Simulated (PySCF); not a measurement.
Method: PySCF with M06-2X/def2-TZVP // PBE0-D3(BJ)/def2-TZVP. Gas-phase values, no solvent. Excitations are Tamm–Dancoff values on a coarser integration grid. The basis has no diffuse functions, so Rydberg states are missing or too high.

Reference species (SMILES): `C#C/C=C/C` (neutral, multiplicity 1).

HOMO–LUMO gap: 8.15 eV
T1 excitation (TDA): 3.85 eV
S1 excitation (TDA): 5.49 eV
S1–T1 gap (TDA): 1.64 eV

Changed species: `C#C/C=C\C`.

Task: Predict the effect on the HOMO–LUMO gap, T1 excitation (TDA), S1 excitation (TDA) and S1–T1 gap (TDA).

Result: the HOMO–LUMO gap stays essentially unchanged; the T1 excitation (TDA) is nearly the same; the S1 excitation (TDA) hardly moves; the S1–T1 gap (TDA) hardly moves.
